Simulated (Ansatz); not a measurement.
`[AlH2][O][SiH2]Br` + `BO` → `BO[SiH2]Br` + `[OH][AlH2]`  (ligand exchange at the Si–O bond)

Gas-phase electronic energies from Ansatz, PBE0-D4/def2-TZVP geometries. CCSD(T)/CBS is the MP2 limit (def2-TZVPP, def2-QZVPP) plus CCSD(T) − MP2 in def2-TZVPP, frozen cores. This one scheme is used for every species. Functionals use def2-TZVPP. B3LYP here is the variant with VWN-RPA as its local correlation; programs differ in this. For Br outer-core shells are correlated without core-valence functions, which leaves a few kJ/mol of doubt a bond. Scalar relativity is left out up to krypton. Each species was taken in one conformer, which may not be the lowest.

| level | ΔE (kcal/mol) |
| --- | --- |
| B3LYP-D4 | 8.6 |
| B2PLYP | 8.5 |

(1) What does CCSD(T)/CBS give? (Estimate.)

Largest T1 diagnostic among the species: 0.014.

Answers

(1) Computed: +8.3 kcal/mol. The listed levels differ from it by 0.3, 0.2 kcal/mol.

In def2-TZVPP, CCSD(T) changes the Hartree–Fock value by −1.1 kcal/mol (the triples alone add −0.2 kcal/mol) and MP2 by −1.3 kcal/mol.
